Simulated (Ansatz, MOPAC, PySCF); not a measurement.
System: AlO2H2 (charge 0, doublet). SMILES: [OH][Al][OH]
Geometry: optimised at B3LYP-D3(BJ)/def2-TZVP (Ansatz, an electronic-structure program).

Unscaled harmonic wavenumbers (cm⁻¹) in rising order, each level at the stationary point that it reaches from this structure (no distance between atoms moves by over 0.3 Å); the order of modes can differ between levels, and a negative number is imaginary. B3LYP-D3(BJ)/def2-TZVP (PySCF, at the structure above): 192, 223, 291, 504, 580, 778, 885, 3867, 3870.

PM3 (MOPAC): 179, 384, 449, 783, 795, 940, 1031, 4018, 4020. Zero-point energy 18.0 against 16.0 kcal/mol; where all levels lie over 400 cm⁻¹, the wavenumbers are on average 1.229 times those of B3LYP-D3(BJ)/def2-TZVP.

HF/6-31G* (Ansatz): 247, 248, 363, 551, 660, 836, 927, 4161, 4163. Zero-point energy 17.4 against 16.0 kcal/mol; where all levels lie over 400 cm⁻¹, the wavenumbers are on average 1.084 times those of B3LYP-D3(BJ)/def2-TZVP.

B3LYP/6-31G* (Ansatz): 136, 216, 292, 543, 629, 785, 883, 3794, 3797. Zero-point energy 15.8 against 16.0 kcal/mol; where all levels lie over 400 cm⁻¹, the wavenumbers are on average 1.022 times those of B3LYP-D3(BJ)/def2-TZVP.
